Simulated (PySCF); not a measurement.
## Indirect couplings

Molfile (atoms numbered from 1):
```
C3H6GaNO2
     RDKit          3D

 13 12  0  0  0  0  0  0  0  0999 V2000
   -3.7113    0.7214   -0.2609 O   0  0  0  0  0  0  0  0  0  0  0  0
   -3.2071   -0.1033    0.4385 C   0  0  0  0  0  0  0  0  0  0  0  0
   -1.8836   -0.3088    0.5308 O   0  0  0  0  0  0  0  0  0  0  0  0
   -1.1059    0.5426   -0.2837 C   0  0  0  0  0  0  0  0  0  0  0  0
    0.2978    0.2020   -0.0906 C   0  0  0  0  0  0  0  0  0  0  0  0
    1.4150   -0.0424    0.0364 N   0  0  0  0  0  0  0  0  0  0  0  0
    3.5067   -0.5377    0.2474 Ga  0  0  0  0  0  4  0  0  0  0  0  0
   -3.7325   -0.8142    1.1055 H   0  0  0  0  0  0  0  0  0  0  0  0
   -1.3651    0.4275   -1.3498 H   0  0  0  0  0  0  0  0  0  0  0  0
   -1.2641    1.6033   -0.0249 H   0  0  0  0  0  0  0  0  0  0  0  0
    3.4440   -1.0251    1.7466 H   0  0  0  0  0  0  0  0  0  0  0  0
    4.0734    0.9045   -0.0537 H   0  0  0  0  0  0  0  0  0  0  0  0
    3.5633   -1.6220   -0.8979 H   0  0  0  0  0  0  0  0  0  0  0  0
  1  2  2  0
  2  3  1  0
  3  4  1  0
  4  5  1  0
  5  6  3  0
  6  7  1  0
  2  8  1  0
  4  9  1  0
  4 10  1  0
  7 11  1  0
  7 12  1  0
  7 13  1  0
M  CHG  2   6   1   7  -1
M  END
```

Indirect spin–spin couplings were computed at B3LYP/pcJ-1 (pcSseg-1 on Ga) (spin–dipole term only in couplings to heteroatoms) (PySCF) on a PBE0-D3(BJ)/def2-SVP structure, for the isolated molecule, without vibrational or relativistic corrections. Couplings are averaged over pairs made equivalent by symmetry, fast rotation or ring inversion, so a value needn't be that of the named pair in this geometry, while other rotamers aren't included; one pair stands for each set, and the list holds those of at least 1.5 Hz over up to four bonds, among pairs with at least one C or N or H atom (others weren't computed).

Isotopes: ¹³C, ¹H, ¹⁷O, ¹⁵N. Couplings to quadrupolar nuclei such as 17O and 33S are rarely resolved in practice.

```tsv
pair	bonds	J (Hz)
O1, C2	1	?
C2, O3	1	41.5
C2, H8	1	?
O3, C4	1	18.9
C4, C5	1	83.8
C4, H9	1	161.2
C5, N6	1	-34.1
O1, H8	2	-8.7
C2, C4	2	-1.9
O3, C5	2	?
O3, H8	2	-49.7
O3, H9	2	-2.9
C5, H9	2	?
N6, H11	2	-4.8
H9, H10	2	-20.9
H11, H12	2	20.2
O1, C4	3	-2.9
C2, C5	3	?
C2, H9	3	1.7
C4, H8	3	?
C5, H11	3	3.6
N6, H9	3	-2.2
H8, H9	4	?
```

**Question.** Estimate the withheld couplings, with signs.

**Answer.** 
- ¹J(O1,C2) = 30.3 Hz (bond length 1.193 Å)
- ¹J(C2,H8) = 245.5 Hz (bond length 1.107 Å, sp2 carbon)
- ²J(O3,C5) = -13.3 Hz (angle at C4 108°)
- ²J(C5,H9) = -7.6 Hz (angle at C4 109°)
- ³J(C2,C5) = 6.9 Hz (dihedral angle 180°)
- ³J(C4,H8) = 6.5 Hz (dihedral angle 180°)
- ⁴J(H8,H9) = -1.6 Hz

Relativistic effects of the heavier atoms present are left out.
